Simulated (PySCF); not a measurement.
Calculation: PBE-D3(BJ)/def2-TZVP // r2SCAN-D4/def2-SVP run with PySCF. Gas-phase values, no solvent. One relaxed conformer stands for a flexible species; it need not be the lowest. Excitations are Tamm–Dancoff values on a coarser integration grid. The basis has no diffuse functions, so Rydberg states are missing or too high.

Reference species (SMILES): `[O]([Ge]([O]C)([O]C)[O]C)C` (neutral, multiplicity 1).

```yaml
S1 oscillator strength: 0.000
S1–T1 gap (TDA): 0.29 eV
LUMO: -0.87 eV
HOMO–LUMO gap: 5.60 eV
```

Changed species: `C[O][Ge]([NH2])([NH2])[NH2]` (1 of 4 NH2 replaced by OCH3; the reference has 4 of 4 NH2 replaced by OCH3).

Predict the effect on the S1 oscillator strength, S1–T1 gap (TDA), LUMO and HOMO–LUMO gap.

the S1 oscillator strength goes up by 0.014, to 0.014; the S1–T1 gap (TDA) falls by 0.09 eV, to 0.20 eV; the LUMO rises by 0.40 eV, to -0.47 eV; the HOMO–LUMO gap falls by 0.29 eV, to 5.31 eV.
